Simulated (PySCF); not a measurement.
# Reading the logs of faulty runs: AlBH6NSi

These are calculations, not measurements. They come from PySCF 2.14.0, an open-source quantum chemistry program, on an isolated molecule that a program drew, which may never have been made. The molecule is AlBH6NSi (charge 0, doublet), drawn as the SMILES string `[NH2][Al][BH][SiH3]`.

Each row is a Hartree-Fock (HF) and frozen-core CCSD(T) single point in the cc-pV(D+d)Z basis, meant for a local HF minimum. Run 1 is clean. Each other run has one planted mistake out of seven kinds, and not every kind appears here: one electron removed, one electron added, multiplicity raised by two, geometry at a saddle point, minimal basis STO-3G, one bond length entered in bohr, all coordinates scaled. The reference is restricted for singlets and unrestricted otherwise, and also for a bond in bohr. Adding or removing an electron swaps singlet and doublet. Electrons count all cores. HOMO and LUMO are orbital energies over both spins, the gradient is its largest component, and the lowest frequency (negative if imaginary) is given only where the gradient is small. Bond lengths are over the 9 bonds as drawn. T1 is the CCSD diagnostic: over 0.02 (restricted) or 0.045 (unrestricted) a single reference is doubtful.

Geometry of the clean run:
```xyz
10
AlBH6NSi, angstrom
N     0.5929   -0.5579    1.7713
Al    0.6732   -0.2950    0.0373
B     0.7412    0.0962   -1.9295
Si    1.6890    1.7411   -2.6132
H     1.2725   -1.0583    2.3152
H    -0.1321   -0.2185    2.3772
H     0.2259   -0.7012   -2.6662
H     2.2464    2.5736   -1.5072
H     2.8330    1.4071   -3.5066
H     0.7818    2.6284   -3.3933
```

```
run  electrons  basis functions  <S^2>  HOMO (eV)  LUMO (eV)  gradient (hartree/bohr)  lowest frequency (cm^-1)  mean bond (Å)  longest bond (Å)      T1  HF (hartree)  CCSD(T) (hartree)               mistake
  1         45              104  0.760      -7.03       1.01                  3.5e-05                        22         1.4957             2.018  0.0156    -613.45151         -613.93503              no fault
  2         46              104  0.000      -0.37       6.83                  3.4e-02                         -         1.4957             2.018  0.0169    -613.43567         -613.96019    one electron added
  3         44              104  0.000     -15.83      -5.45                  5.8e-02                         -         1.4957             2.018  0.0166    -613.22416         -613.68730  one electron removed
  4         45               34  0.766      -3.80       7.26                  4.1e-02                         -         1.4957             2.018  0.0229    -606.15130         -606.35088                     ?
  5         45              104  0.759      -7.21       1.11                  6.1e-02                         -         1.3925             1.879  0.0143    -613.40249         -613.87927                     ?
```

**Which mistake was planted in run 4, and what did it cost?**

It has 34 basis functions where the clean run has 104, with the same electrons and geometry. So the mistake is: minimal basis STO-3G. Subtracting run 1 and multiplying by 627.51 kcal/mol a hartree, the energy moved by 4581.0 kcal/mol in HF and 4759.1 kcal/mol in CCSD(T).

**Which mistake was planted in run 5, and what did it cost?**

The mean and the longest bond both change by the same factor, 0.931, and the gradient is no longer small. So the mistake is: all coordinates scaled. Subtracting run 1 and multiplying by 627.51 kcal/mol a hartree, the energy moved by 30.8 kcal/mol in HF and 35.0 kcal/mol in CCSD(T).

